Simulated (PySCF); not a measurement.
[FeCl3]- holds Fe(II), d6, at total charge -1. The structure is a model geometry with rigid ligands and bond lengths from ionic radii, not a minimum; coordination trigonal planar, point group D3h, metal–donor distances 2.31 Å.

Method (PySCF 2.14, density fitting): CASSCF(6,5) with orbitals averaged over all microstates of the shell, strongly contracted NEVPT2 on the averaged canonical orbitals; basis x2c-TZVPall on the metal, x2c-SVPall elsewhere; spin-free X2C; IEF-PCM water; spin-orbit coupling by state interaction with the mean-field operator over all roots.

CASSCF energies above the lowest CASSCF root:

```json
{"state": "5A1'", "CASSCF / cm⁻¹": "0"}
{"state": "5E''", "CASSCF / cm⁻¹": "1004"}
{"state": "5E'", "CASSCF / cm⁻¹": "5348"}
{"state": "3E''", "CASSCF / cm⁻¹": "21859"}
{"state": "3E'", "CASSCF / cm⁻¹": "22238"}
{"state": "3A2''", "CASSCF / cm⁻¹": "22404"}
{"state": "3A1''", "CASSCF / cm⁻¹": "22424"}
{"state": "3E'", "CASSCF / cm⁻¹": "22946"}
{"state": "3E''", "CASSCF / cm⁻¹": "23550"}
{"state": "3A2'", "CASSCF / cm⁻¹": "23565"}
{"state": "3E''", "CASSCF / cm⁻¹": "24656"}
{"state": "3A2'", "CASSCF / cm⁻¹": "25221"}
{"state": "3E'", "CASSCF / cm⁻¹": "25430"}
{"state": "3E''", "CASSCF / cm⁻¹": "26107"}
{"state": "3A2''", "CASSCF / cm⁻¹": "26770"}
{"state": "3A1''", "CASSCF / cm⁻¹": "26929"}
{"state": "3A2'", "CASSCF / cm⁻¹": "27558"}
{"state": "3A1'", "CASSCF / cm⁻¹": "28135"}
{"state": "3E''", "CASSCF / cm⁻¹": "29519"}
{"state": "3E'", "CASSCF / cm⁻¹": "30079"}
{"state": "3A1''", "CASSCF / cm⁻¹": "30189"}
{"state": "3A2''", "CASSCF / cm⁻¹": "30252"}
```

Task: How does dynamic correlation (SC-NEVPT2) move these states?

Result: 
| state | NEVPT2 / cm⁻¹ | shift / cm⁻¹ |
| --- | --- | --- |
| 5A1' | 0 | 0 |
| 5E'' | 1387 | +383 |
| 5E' | 6715 | +1367 |
| 3E'' | 21178 | -681 |
| 3E' | 21243 | -995 |
| 3A2'' | 21227 | -1177 |
| 3A1'' | 21234 | -1190 |
| 3E' | 21857 | -1090 |
| 3E'' | 22894 | -656 |
| 3A2' | 22841 | -724 |
| 3E'' | 21843 | -2813 |
| 3A2' | 22512 | -2708 |
| 3E' | 23035 | -2394 |
| 3E'' | 23579 | -2528 |
| 3A2'' | 24766 | -2005 |
| 3A1'' | 24916 | -2013 |
| 3A2' | 25716 | -1843 |
| 3A1' | 26137 | -1997 |
| 3E'' | 28093 | -1426 |
| 3E' | 29111 | -968 |
| 3A1'' | 29393 | -796 |
| 3A2'' | 29411 | -841 |

The geometry is a model, and the complex may not exist in this form. NEVPT2 lifts 5E' from 5348 to 6715 cm⁻¹; on the d shell alone such lifts tend to overshoot. Gaps between spin states lean to high spin in this active space.
